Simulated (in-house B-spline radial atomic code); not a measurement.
# RPA and G0W0 on LDA exchange-only: Tc⁷⁺

Configuration [Ar] 3d10 4s2 4p6, mean-field start LDA exchange-only. Computed with a B-spline radial code for spherical atoms: all electrons, non-relativistic, point nucleus, each spin shell either full or empty, empty states to l = 9 with an (l + 1/2)⁻⁴ tail; G0W0 by contour deformation at full frequency.

Without relativity these are model numbers: it shifts the levels of so heavy an element strongly and can reorder them.

Command:
```bash
python run_gw.py task.json out
```
Settings (radii: box in bohr, nucleus in fm):
```
Z                        43
electrons                36
configuration            [Ar] 3d10 4s2 4p6
hamiltonian              nr
method                   lda,
lmax                     9
spin_polarised           False
box_radius               8.41
intervals                50
```

Cost of the run: 2.5 s on 1 thread of Arm Neoverse N1, with other jobs on the host.

Energies (hartree):

| term | value |
| --- | --- |
| mean-field total | -4187.00588 |
| Hartree-Fock functional on these orbitals | -4193.40142 |
| direct second order | -3.0918 |
| second-order exchange | 0.88208 |
| SOSEX correction | 0.82388 |

Task: What is the RPA correlation energy, and what remains with SOSEX?

Result: RPA gives -2.7545 hartree (-2.08 eV per electron); RPA + SOSEX gives -1.9306, and the second-order doubles -2.2097 hartree (no singles). SOSEX takes back 30 % of the RPA value.

Quasi-particle levels (eV):

```tsv
level	occupied	mean field	Σx - vxc	Σc	QP weight	G0W0
4p	yes	-139.66	-11.32	?	?	?
3d	yes	-358.38	-33.28	7.60	0.926	-384.06
4d	no	-96.46	8.76	-2.57	0.969	-90.28
```

G0W0 = mean field + (Σx - vxc) + Σc, with Σc (partial-wave tail included) taken at the quasi-particle energy. Only the outer levels were computed. Levels of low weight are left out.

Task: Where does G0W0 put 4p?

Result: At -151.60 eV, with Σc = -0.62 eV and a quasi-particle weight of 0.957. The tabulated removal energy is 150 ± 2.1 eV (NIST, tabulated theory); the calculation leaves out relativity, Breit and QED terms, and what these don't explain is the method's own error.
